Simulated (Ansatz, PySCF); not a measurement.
C3F5, SMILES FC(F)([C]=C(F)F)F, multiplicity 2. Atoms are numbered in the order given.

```xyz
8

F      2.2163    -0.9728     1.1955
C      1.3260    -0.1798     0.6501
F      1.7615     1.0613     0.6239
C      0.1589    -0.5842     0.1949
C     -1.0429    -0.0235    -0.4492
F     -0.9006     1.3047    -0.6234
F     -2.1419    -0.2240     0.2909
F     -1.2640    -0.5728    -1.6512
```
Charge 0, spin multiplicity 2.

The structure is a stationary point at B3LYP-D3(BJ)/def2-SVP. The isomer is the one that the SMILES or the coordinates give; other isomers of the formula were not compared.

Two levels are set side by side: PBE-D3(BJ)/def2-SVP (Ansatz, a program for electronic structure) and B3LYP-D3(BJ)/def2-SVP (Ansatz). Each level has its own optimised geometry; the coordinates shown are those of the second. Frequencies come from the Hessian of PySCF at each geometry. Differences are taken from unrounded values.

| quantity | B3LYP-D3(BJ) | PBE-D3(BJ) | PBE-D3(BJ) minus B3LYP-D3(BJ) |
|---|---|---|---|
| mean bond length (Å) | 1.349 | 1.358 | 0.009 |
| bond F1–C2 (Å) | 1.311 | 1.320 | 0.009 |
| bond C2–F3 (Å) | 1.316 | 1.325 | 0.009 |
| bond C2–C4 (Å) | 1.316 | 1.325 | 0.009 |
| bond C4–C5 (Å) | 1.474 | 1.472 | -0.002 |
| bond C5–F6 (Å) | 1.347 | 1.360 | 0.013 |
| bond C5–F7 (Å) | 1.340 | 1.351 | 0.011 |
| bond C5–F8 (Å) | 1.340 | 1.351 | 0.011 |
| highest harmonic wavenumber (cm⁻¹) | 1853 | 1806 | -47 |
| mean harmonic wavenumber (cm⁻¹) | 731 | 702 | -29 |
| zero-point energy (kcal/mol) | 18.80 | 18.07 | -0.74 |

Exact exchange shortens and stiffens bonds; PBE has none. Differences between two approximate levels are no errors against the true value.
